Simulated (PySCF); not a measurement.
C6H11O (doublet state).
Z-matrix (Å and degrees, GFN2-xTB geometry), rows numbered from 1:
```
C 
C   1  1.5234
C   2  1.5266  1  111.66
C   3  1.5337  2  112.24  1   177.89
C   4  1.5336  3  112.04  2   175.65
C   4  1.4913  3  110.58  2   -58.93
O   6  1.1903  4  132.34  3  -146.61
H   1  1.0877  2  110.55  3   -60.24
H   1  1.0881  2  110.57  3    59.74
H   1  1.0872  2  110.58  3   179.75
H   2  1.0925  1  109.41  3  -121.28
H   2  1.0923  1  109.81  3   120.77
H   3  1.0921  2  109.56  1   -61.13
H   3  1.0922  2  109.41  1    56.72
H   4  1.0983  3  108.44  2    54.75
H   5  1.0873  4  110.29  3   179.32
H   5  1.0878  4  110.07  3   -60.43
H   5  1.0875  4  110.20  3    59.52
```

The hyperfine couplings belong to this conformer and change with its torsions.

Identity: `CCC[C@@H](C)[C]=O` [radical].

Theory: UKS B3LYP, pcH-1 on C H O, non-relativistic, mean-field spin-orbit, GIAO in PySCF 2.14.0. Isolated species at its GFN2-xTB geometry (one conformer only). A GFN2-xTB geometry isn't a minimum of the functional, and hyperfine couplings can be far from their values at a DFT geometry. Stability of the SCF solution: not tested.

Principal values of hyperfine tensors in MHz (contact and dipolar terms together), for some of the nuclei:

| atom | isotope | A1 | A2 | A3 |
| --- | --- | --- | --- | --- |
| C4 | 13C | 109.78 | 110.59 | 152.74 |
| O7 | 17O | -148.35 | 6.74 | 14.35 |
| H17 | 1H | 10.77 | 13.53 | 18.19 |
| C5 | 13C | 9.91 | 10.31 | 21.28 |
| H15 | 1H | -18.77 | -14.82 | 3.99 |
| C2 | 13C | 5.10 | 6.42 | 10.15 |
| H12 | 1H | -3.04 | 0.49 | 14.10 |
| C3 | 13C | 2.69 | 3.07 | 5.71 |

Question: Give the isotropic coupling of each nucleus in MHz and in mT (g = 2.0005), and the anisotropic part.

Answer: a_iso is a third of the trace, T = A − a_iso, and a(mT) = a(MHz)/(g × 13.996).

```json
{"atom": "C4", "a_iso (MHz)": "124.37", "a_iso (mT)": "4.442", "T1": "-14.59", "T2": "-13.78", "T3": "28.37"}
{"atom": "O7", "a_iso (MHz)": "-42.42", "a_iso (mT)": "-1.515", "T1": "-105.93", "T2": "49.16", "T3": "56.77"}
{"atom": "H17", "a_iso (MHz)": "14.17", "a_iso (mT)": "0.506", "T1": "-3.39", "T2": "-0.63", "T3": "4.03"}
{"atom": "C5", "a_iso (MHz)": "13.83", "a_iso (mT)": "0.494", "T1": "-3.93", "T2": "-3.52", "T3": "7.45"}
{"atom": "H15", "a_iso (MHz)": "-9.87", "a_iso (mT)": "-0.353", "T1": "-8.90", "T2": "-4.95", "T3": "13.86"}
{"atom": "C2", "a_iso (MHz)": "7.23", "a_iso (mT)": "0.258", "T1": "-2.12", "T2": "-0.81", "T3": "2.93"}
{"atom": "H12", "a_iso (MHz)": "3.85", "a_iso (mT)": "0.137", "T1": "-6.89", "T2": "-3.36", "T3": "10.25"}
{"atom": "C3", "a_iso (MHz)": "3.82", "a_iso (mT)": "0.137", "T1": "-1.13", "T2": "-0.75", "T3": "1.88"}
```

Question: What spin density at the nucleus of C5 lies behind its contact coupling (g_N = 1.40482)?

Answer: a_FC = (2μ0/3) gₑ μB g_N μN ρ(0)/(2S·h) = 800.24 MHz × g_N × ρ(0)/(2S), with ρ in bohr⁻³. With a_FC = 13.83 MHz and 2S = 1, ρ(0) = 0.01231 bohr⁻³.

Question: C6 (13C, g_N = 1.40482) isn't in the table. Its spin density at the nucleus is 0.2899 bohr⁻³. What is its contact coupling?

Answer: By the same relation, a_FC = 325.9 MHz. Its full tensor has the principal values 273.88, 276.04, 427.83 MHz.

Question: Name the largest traceless tensor T of the table and describe it.

Answer: O7: -105.9, 49.2, 56.8 MHz, nearly axial, close to the ratio +1:+1:−2.

Question: What first-order splitting does C4 cause when the field lies along A1, A2 or A3 of its tensor (g taken as isotropic, no quadrupole term)?

Answer: 2 lines (I = 1/2), spaced by |A_i|/(g × 13.996): 3.92, 3.95, 5.46 mT along the axes of A1, A2 and A3.

The run took 59 s of wall time (grids of density and orbitals included) on one thread of an Arm Neoverse V2, no GPU, shared host with 96 logical CPUs at a one-minute load of 37, and the process peaked at 0.97 GiB of memory.
